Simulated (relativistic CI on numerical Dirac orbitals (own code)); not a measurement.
## Mn6+: L2,3 absorption edge

Computed with this model: Dirac-Coulomb-Breit CI, KLI orbitals optimised for each configuration, model QED (radiative potential, 1s self-energy scaled to tabulated hydrogen-like ionisation energies), valence Slater integrals scaled by 0.7, multiplet model of core-to-valence dipole absorption; configurations [Ar] 3d → [He] 2s2 2p5 3s2 3p6 3d2; 10 K; Lorentzian 0.24 eV and Gaussian 0.3 eV FWHM. Energies are those of the free ion, without screening or charge transfer. The branching ratio is the share of the lower-energy edge in the whole absorption, uncertain by about 0.02 where the edges overlap. S is read from ⟨S²⟩ = S(S + 1).

Field parameters in Wybourne normalisation: D4h B²₀ = −7Ds, B⁴₀ = 21(Dq − Dt), B⁴₄ = 21√(5/14) Dq. The field is a parameter set, without covalency.

Peaks in eV (height, largest 100): 654.2 (7), 654.9 (7), 655.9 (22), 657.1 (20), 657.5 (20), 658.5 (81), 660.4 (9), 660.8 (10), 663.5 (16), 663.9 (15), 664.4 (16), 665.0 (11), 665.9 (29), 667.2 (31), 668.3 (100), 669.5 (22).

Question: Which surroundings give this spectrum?
A. D4h, 10Dq = 18400, Ds = -210, Dt = 530 cm⁻¹
B. D4h, 10Dq = 18400, Ds = -860, Dt = 530 cm⁻¹
C. D4h, 10Dq = 18400, Ds = 430, Dt = 530 cm⁻¹
D. D4h, 10Dq = 18400, Ds = 1070, Dt = 530 cm⁻¹

Answer: B. D4h, 10Dq = 18400, Ds = -860, Dt = 530 cm⁻¹, where the ground state has S = 0.50.
